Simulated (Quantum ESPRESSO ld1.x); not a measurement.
Q: All-electron atom: Re2+ in [Xe] 4f14 5d4 7f1 (not the ground configuration). All-electron calculation, scalar-relativistic Kohn-Sham, LDA (Slater exchange, Perdew-Wang correlation), spin-polarised, spherical densities, point nucleus; open shells are filled with parallel spins first. Program: ld1.x of Quantum ESPRESSO 7.5. Some entries of the table are withheld. Estimate them.

| orbital | occ. | eigenvalue (Ry) | <r> (bohr) |
|---|---|---|---|
| 1s down | 1 | -5265.10 | 0.01804 |
| 1s up | 1 | -5265.10 | 0.01804 |
| 2s up | 1 | -914.627 | 0.07625 |
| 2s down | 1 | -914.611 | 0.07625 |
| 2p up | 3 | -798.702 | 0.06836 |
| 2p down | 3 | -798.688 | 0.06836 |
| 3s up | 1 | -213.261 | 0.1976 |
| 3s down | 1 | -213.254 | 0.1976 |
| 3p up | 3 | -179.087 | 0.1980 |
| 3p down | 3 | -179.079 | 0.1980 |
| 3d up | 5 | -140.293 | 0.1793 |
| 3d down | 5 | -140.281 | 0.1793 |
| 4s up | 1 | -46.0506 | 0.4408 |
| 4s down | 1 | -46.0344 | 0.4408 |
| 4p up | 3 | -34.8373 | 0.4689 |
| 4p down | 3 | -34.8210 | 0.4688 |
| 4d up | 5 | -20.7723 | 0.5003 |
| 4d down | 5 | -20.7523 | 0.5001 |
| 5s up | 1 | -8.34027 | 1.034 |
| 5s down | 1 | -8.20407 | 1.028 |
| 5p up | 3 | -5.52194 | 1.200 |
| 5p down | 3 | -5.35074 | 1.191 |
| 4f up | 7 | (1) | (2) |
| 4f down | 7 | (3) | (4) |
| 5d up | 4 | (5) | 1.676 |
| 5d down | 0 | (6) | 1.687 |
| 7f up | 1 | -0.24815 | 13.93 |
| 7f down | 0 | -0.22408 | 14.24 |

A: 
(1) 4f up eigenvalue (Ry): -5.15287
(2) 4f up <r> (bohr): 0.5813
(3) 4f down eigenvalue (Ry): -5.11739
(4) 4f down <r> (bohr): 0.5776
(5) 5d up eigenvalue (Ry): -2.34352
(6) 5d down eigenvalue (Ry): -2.13765
